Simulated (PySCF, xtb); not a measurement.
# Relaxing a trial structure of ClHOSn

The starting geometry of this gas-phase singlet has its atoms placed at random.

```xyz
4

Cl    0.1243   -0.5998   -0.5993
O    -1.4814   -0.3798    0.3817
Sn    1.3787    1.2941    0.0198
H    -0.3133    0.9568    0.5214
```

Q: One run relaxed it with r2SCAN-D4/def2-SVP. What is a likely outcome?

A: It ends as a structure with Cl1 bridging O2 and Sn3, given below by its coordinates. Distances that change by over a tenth: Cl1–O2 (1.89 → 1.59 Å).

The energy falls by 1.61 eV over 19 steps:

```csv
step,E − E(last) (eV)
1,1.605
3,0.623
5,0.103
7,0.002
9,0.001
11,0.001
13,0.000
15,0.000
17,0.000
19,0.000
```

Final geometry (Å):

```yaml
atoms:
  - { symbol: Cl, position_ang: [0.1876, -0.8362, -0.7077] }
  - { symbol: O, position_ang: [-1.2903, -1.0969, -0.1717] }
  - { symbol: Sn, position_ang: [1.4124, 1.2540, -0.0731] }
  - { symbol: H, position_ang: [-0.0021, 1.7519, 0.8716] }
```

From the same start GFN2-xTB reaches the same bonding as this run.

From so rough a start the end depends on the optimiser's path, so another program may land elsewhere. No frequencies were run, so the end isn't proven a minimum. Atoms past krypton carry core potentials, without spin–orbit terms. Run with PySCF 2.14.0, 2.9 min on 2 threads of Intel(R) Xeon(R) Processor @ 2.50GHz (Skylake/Cascade Lake), on a shared host.
